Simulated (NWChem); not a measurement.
The numbers come from NWChem runs, not from measurements. System: H5InO2, charge 0, spin multiplicity 1, at a geometry optimised with PBE0/def2-SVP with def2 effective core potentials on In. The structure started from a generated list of species. Level: B3LYP/def2-SVP with def2 effective core potentials on In, VWN1-RPA local correlation.

The NWChem input:

```
start mol
memory heap 200 mb stack 900 mb global 1100 mb
geometry units angstroms nocenter noautoz noautosym
  In     0.422946    -0.215894    -0.132453
  H      0.755908    -1.689076     0.693831
  H      1.393190     0.936521    -0.964827
  O     -1.575571    -0.010103    -0.689546
  H     -2.102470    -0.815965    -0.681203
  O     -0.758280     1.154337     1.372757
  H     -1.465311     0.887660     0.704638
  H     -0.634843     2.105806     1.272092
end
basis spherical
  * library def2-svp
end
ecp
  In library def2-ecp
end
dft
  xc b3lyp
  semidirect memsize 60000000 filesize 0
  iterations 100
end
task dft energy
```

NWChem printed:

```
             Northwest Computational Chemistry Package (NWChem) 7.3.0
             --------------------------------------------------------

                                NWChem Input Module
                                -------------------

 Scaling coordinates for geometry "geometry" by  1.889725989
 (inverse scale =  0.529177249)

                             Geometry "geometry" -> ""
                             -------------------------

 Output coordinates in angstroms (scale by  1.889725989 to convert to a.u.)

  No.       Tag          Charge          X              Y              Z
 ---- ---------------- ---------- -------------- -------------- --------------
    1 In                  49.0000     0.42294600    -0.21589400    -0.13245300
    2 H                    1.0000     0.75590800    -1.68907600     0.69383100
    3 H                    1.0000     1.39319000     0.93652100    -0.96482700
    4 O                    8.0000    -1.57557100    -0.01010300    -0.68954600
    5 H                    1.0000    -2.10247000    -0.81596500    -0.68120300
    6 O                    8.0000    -0.75828000     1.15433700     1.37275700
    7 H                    1.0000    -1.46531100     0.88766000     0.70463800
    8 H                    1.0000    -0.63484300     2.10580600     1.27209200

 Effective nuclear repulsion energy (a.u.)     286.3753005176

            Nuclear Dipole moment (a.u.)
            ----------------------------
        X                 Y               Z
 ---------------- ---------------- ----------------
     0.0000377945     0.0000226767     0.0000415740


 Summary of "ao basis" -> "" (spherical)
 ------------------------------------------------------------------------------
       Tag                 Description            Shells   Functions and Types
 ---------------- ------------------------------  ------  ---------------------
 *                          def2-svp                  on all atoms

                                 NWChem DFT Module
                                 -----------------

 Summary of "ao basis" -> "ao basis" (spherical)
 ------------------------------------------------------------------------------
       Tag                 Description            Shells   Functions and Types
 ---------------- ------------------------------  ------  ---------------------
 In                         def2-svp                10       26   4s4p2d
 H                          def2-svp                 3        5   2s1p
 O                          def2-svp                 6       14   3s2p1d

 Summary of "ao basis" -> "ao basis" (spherical)
 ------------------------------------------------------------------------------
       Tag                 Description            Shells   Functions and Types
 ---------------- ------------------------------  ------  ---------------------
 In                         def2-svp                10       26   4s4p2d
 H                          def2-svp                 3        5   2s1p
 O                          def2-svp                 6       14   3s2p1d

            General Information
            -------------------
          SCF calculation type: DFT
          Wavefunction type:  closed shell.
          No. of atoms     :     8
          No. of electrons :    42
           Alpha electrons :    21
            Beta electrons :    21
          Charge           :     0
          Spin multiplicity:     1
          Use of symmetry is: off; symmetry adaption is: off
          Maximum number of iterations: 100
          AO basis - number of functions:    79
                     number of shells:    37
          Convergence on energy requested:  1.00D-06
          Convergence on density requested:  1.00D-05
          Convergence on gradient requested:  5.00D-04

              XC Information
              --------------
                         B3LYP Method XC Potential
                     Hartree-Fock (Exact) Exchange  0.200
                        Slater Exchange Functional  0.800 local
                    Becke 1988 Exchange Functional  0.720 non-local
              Lee-Yang-Parr Correlation Functional  0.810
                  VWN I RPA Correlation Functional  0.190 local

             Grid Information
             ----------------
          Grid used for XC integration:  medium
          Radial quadrature: Mura-Knowles
          Angular quadrature: Lebedev.
          Tag              B.-S. Rad. Rad. Pts. Rad. Cut. Ang. Pts.
          ---              ---------- --------- --------- ---------
          In                  1.55      123          10.0       590
          H                   0.35       45          11.0       434
          O                   0.60       49           9.0       434
          Grid pruning is: on
          Number of quadrature shells:   446
          Spatial weights used:  Erf1

          Convergence Information
          -----------------------
          Convergence aids based upon iterative change in
          total energy or number of iterations.
          Levelshifting, if invoked, occurs when the
          HOMO/LUMO gap drops below (HL_TOL):  1.00D-02
          DIIS, if invoked, will attempt to extrapolate
          using up to (NFOCK): 10 stored Fock matrices.

                    Damping( 0%)  Levelshifting(0.5)       DIIS
                  --------------- ------------------- ---------------
          dE  on:    start            ASAP                start
          dE off:    2 iters        100 iters           100 iters

      Screening Tolerance Information
      -------------------------------
          Density screening/tol_rho:  1.00D-10
          AO Gaussian exp screening on grid/accAOfunc:  14
          CD Gaussian exp screening on grid/accCDfunc:  20
          XC Gaussian exp screening on grid/accXCfunc:  20
          Schwarz screening/accCoul:  1.00D-08

      Superposition of Atomic Density Guess
      -------------------------------------

 Sum of atomic energies:        -369.92900467

      Non-variational initial energy
      ------------------------------

 Total energy =    -341.561099
 1-e energy   =    -831.599422
 2-e energy   =     345.100442
 HOMO         =      -0.337642
 LUMO         =       0.014235

------------------------------------------------------------
EAF file 0: "./mol.aoints.0" size=524288 bytes
------------------------------------------------------------
               write      read    awrite     aread      wait
               -----      ----    ------     -----      ----
     calls:        1         0         0         0         0
   data(b): 5.24e+05  0.00e+00  0.00e+00  0.00e+00
   time(s): 0.00e+00  0.00e+00  0.00e+00  0.00e+00  0.00e+00
rate(mb/s): 0.00e+00  0.00e+00
------------------------------------------------------------

   convergence    iter        energy       DeltaE   RMS-Dens  Diis-err    time
 ---------------- ----- ----------------- --------- --------- ---------  ------
 d= 0,ls=0.0,diis     1   -343.4464120452 -4.88D+02  2.12D-02  7.56D-01     1.2
 d= 0,ls=0.0,diis     2   -343.2650295190  1.81D-01  1.37D-02  2.61D+00     1.5
 d= 0,ls=0.0,diis     3   -343.5347194458 -2.70D-01  2.27D-03  4.74D-02     1.9
 d= 0,ls=0.0,diis     4   -343.5374138022 -2.69D-03  9.65D-04  2.15D-02     2.2
 d= 0,ls=0.0,diis     5   -343.5393740461 -1.96D-03  1.13D-04  3.13D-04     2.5
  Resetting Diis
 d= 0,ls=0.0,diis     6   -343.5394023300 -2.83D-05  2.62D-05  2.33D-06     2.8
 d= 0,ls=0.0,diis     7   -343.5394025838 -2.54D-07  1.34D-05  3.66D-07     3.1
 d= 0,ls=0.0,diis     8   -343.5394025931 -9.24D-09  6.35D-06  3.06D-07     3.4

         Total DFT energy =     -343.539402593076
      One electron energy =     -834.532836458354
           Coulomb energy =      381.909324660218
    Exchange-Corr. energy =      -35.853772060610
 Nuclear repulsion energy =      144.937881265669

 Numeric. integr. density =       42.000006596565

     Total iterative time =      3.1s

                       DFT Final Molecular Orbital Analysis
                       ------------------------------------

 Vector   19  Occ=2.000000D+00  E=-3.034061D-01
              MO Center=  2.7D-01,  1.6D-01, -5.2D-01, r^2= 3.6D+00
   Bfn.  Coefficient  Atom+Function         Bfn.  Coefficient  Atom+Function
  ----- ------------  ---------------      ----- ------------  ---------------
    32      0.327607  3 H  s                 42     -0.247494  4 O  pz
    12      0.209341  1 In py                33      0.188352  3 H  s
    45     -0.187933  4 O  pz                11      0.185687  1 In px
    27     -0.180748  2 H  s                 40     -0.179129  4 O  px
    13     -0.137393  1 In pz                43     -0.122894  4 O  px

 Vector   20  Occ=2.000000D+00  E=-2.898927D-01
              MO Center= -1.0D+00, -2.1D-01, -3.4D-01, r^2= 2.5D+00
   Bfn.  Coefficient  Atom+Function         Bfn.  Coefficient  Atom+Function
  ----- ------------  ---------------      ----- ------------  ---------------
    40      0.376423  4 O  px                41     -0.317483  4 O  py
    43      0.270970  4 O  px                44     -0.236285  4 O  py
    42     -0.206263  4 O  pz                27     -0.186113  2 H  s
    11     -0.164792  1 In px                28     -0.157550  2 H  s
    45     -0.153449  4 O  pz                71     -0.144051  7 H  s

 Vector   21  Occ=2.000000D+00  E=-2.709006D-01
              MO Center= -8.5D-01, -1.0D-01, -4.1D-01, r^2= 3.0D+00
   Bfn.  Coefficient  Atom+Function         Bfn.  Coefficient  Atom+Function
  ----- ------------  ---------------      ----- ------------  ---------------
    42      0.503579  4 O  pz                45      0.392494  4 O  pz
    28     -0.192644  2 H  s                 27     -0.191187  2 H  s
    33      0.174939  3 H  s                 61      0.161472  6 O  pz
    32      0.152338  3 H  s                 64      0.123978  6 O  pz
    12      0.120432  1 In py                41     -0.103725  4 O  py

 Vector   22  Occ=0.000000D+00  E=-2.482105D-02
              MO Center=  5.0D-01, -3.2D-01, -3.2D-01, r^2= 5.3D+00
   Bfn.  Coefficient  Atom+Function         Bfn.  Coefficient  Atom+Function
  ----- ------------  ---------------      ----- ------------  ---------------
    16      0.580992  1 In pz                15      0.470014  1 In py
    13      0.349611  1 In pz                58     -0.220138  6 O  s
    12      0.206023  1 In py                28      0.156931  2 H  s
    62     -0.133632  6 O  px                 4     -0.132145  1 In s
    59     -0.122105  6 O  px                39      0.113987  4 O  s

 Vector   23  Occ=0.000000D+00  E= 4.319577D-03
              MO Center= -2.4D-01,  1.1D-01,  4.4D-02, r^2= 6.2D+00
   Bfn.  Coefficient  Atom+Function         Bfn.  Coefficient  Atom+Function
  ----- ------------  ---------------      ----- ------------  ---------------
     4      0.637872  1 In s                 14     -0.593422  1 In px
    39     -0.476552  4 O  s                 58     -0.435283  6 O  s
     3      0.404442  1 In s                 76      0.399694  8 H  s
    28     -0.342072  2 H  s                 33     -0.273974  3 H  s
     1     -0.245927  1 In s                 52      0.211684  5 H  s

 Vector   24  Occ=0.000000D+00  E= 2.453927D-02
              MO Center=  1.3D+00, -3.8D-01, -4.0D-02, r^2= 4.7D+00
   Bfn.  Coefficient  Atom+Function         Bfn.  Coefficient  Atom+Function
  ----- ------------  ---------------      ----- ------------  ---------------
    14      0.871243  1 In px                33     -0.835166  3 H  s
     4      0.799318  1 In s                 28     -0.755823  2 H  s
     3      0.473060  1 In s                 11      0.248950  1 In px
     1     -0.218282  1 In s                 32     -0.217751  3 H  s
    27     -0.212473  2 H  s                 71      0.187543  7 H  s

 center of mass
 --------------
 x =   0.11441485 y =  -0.06304876 z =  -0.04053441

 moments of inertia (a.u.)
 ------------------
         285.363754597938          88.677044874594          24.101791664980
          88.677044874594         436.287035893947        -108.677985695406
          24.101791664980        -108.677985695406         409.431219517931

     Multipole analysis of the density
     ---------------------------------

     L   x y z        total         alpha         beta         nuclear
     -   - - -        -----         -----         ----         -------
     0   0 0 0      0.000000    -21.000000    -21.000000     42.000000

     1   1 0 0     -0.028422     11.175299     11.175299    -22.379020
     1   0 1 0      0.202216     -5.610630     -5.610630     11.423477
     1   0 0 1      0.191771     -3.408334     -3.408334      7.008438

     2   2 0 0    -27.520491    -81.072607    -81.072607    134.624723
     2   1 1 0      0.743910     17.667922     17.667922    -34.591934
     2   1 0 1     -0.608736      3.338247      3.338247     -7.285230
     2   0 2 0    -23.881909    -49.897422    -49.897422     75.912935
     2   0 1 1      3.268497    -25.359104    -25.359104     53.986704
     2   0 0 2    -29.618414    -56.303129    -56.303129     82.987843

 Task  times  cpu:        3.4s     wall:        3.4s

 Total times  cpu:        3.5s     wall:        3.5s
```
